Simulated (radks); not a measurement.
Problem. The mean radii <r> (bohr) of the occupied orbitals of an atom or ion are listed with their occupations. All-electron calculation, Dirac Kohn-Sham, exchange-only PBE, spin-unpolarised, spherical densities, finite nucleus; Fermi nuclear charge, rms radius of each element as measured or else 0.836 A^(1/3) + 0.57 fm. Program: a radial shooting solver on a logarithmic mesh with Libxc functionals.

orbital  occ.      <r>
1s1/2       2  0.02665
2s1/2       2   0.1137
2p1/2       2  0.09574
2p3/2       4   0.1014
3s1/2       2   0.2924
3p1/2       2   0.2805
3p3/2       4   0.2904
3d3/2       4   0.2571
3d5/2       2   0.2602

Name the element and its charge. Open shells, if any, fill j = l - 1/2 first.

Solution. Z = 54, xenon, charge +30: Xe30+ in [Ar] 3d6. The 1s radius gives Z: for a bare nucleus <r> = (2 gamma + 1)/(2Z) with gamma = sqrt(1 - (Z/c)^2), 0.02628 bohr for Z = 54, and screening makes it slightly larger (0.02665 here). The occupations add up to 24, and the charge is Z minus that.
